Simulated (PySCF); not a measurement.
## Electron correlation in Ru⁺ (ruthenium, charge +1)

[Kr] 4d6 5s1, high-spin 6D determinant (an excited configuration). Calculation: PySCF 2.14, in def2-TZVPPD with the def2 core potential (28 electrons); a scalar-relativistic core potential. Frozen: 4s2 4p6; 7 electrons correlated.

| level | correlation energy (mhartree) |
| --- | --- |
| CCSD | -135.28 |
| (T) | -3.29 |
| CCSD(T) | -138.57 |

Diagnostics: T1 = 0.0070, D1 = 0.0248, largest double amplitude 0.031.

Cost of the coupled-cluster step: roughly 4 core-seconds, for 7 correlated electrons.
